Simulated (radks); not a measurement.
Polarisability of the rhodium ion Rh6+, [Kr] 4d3, at imaginary frequency. Calculated with a radial shooting solver on a logarithmic mesh with Libxc functionals: scalar-relativistic Kohn-Sham, LDA (Slater exchange, VWN5 correlation), spin-polarised, spherical densities, finite nucleus; open shells are filled with parallel spins first (spin-orbit coupling, left out, can overturn this in heavy ions); Fermi nuclear charge, rms radius 4.4945 fm. Response by self-consistent Sternheimer equations with the Hartree and adiabatic LDA kernel, the relativistic mass of each level held fixed and spin-orbit coupling left out.

w (hartree)  alpha1(iw) (bohr^3)
0.00266                    1.870
0.0143                     1.870
0.0360                     1.869
0.0697                     1.868
0.118                      1.863
0.186                      1.853
0.280                      1.832
0.413                      1.791
0.605                      1.710
0.892                      1.561
1.35                       1.308
2.12                      0.9379
3.59                      0.5207
6.94                      0.2055
17.5                     0.05291

Static values: alpha1 = 1.870 bohr^3 (0.2771 angstrom^3; uncoupled 2.789). C6 = 5.674, triple-dipole C9 = 7.680 atomic units. One-pole (London) frequency 4 C6 / (3 alpha1^2) = 2.163 hartree, against 3.287 for minus the highest occupied eigenvalue.
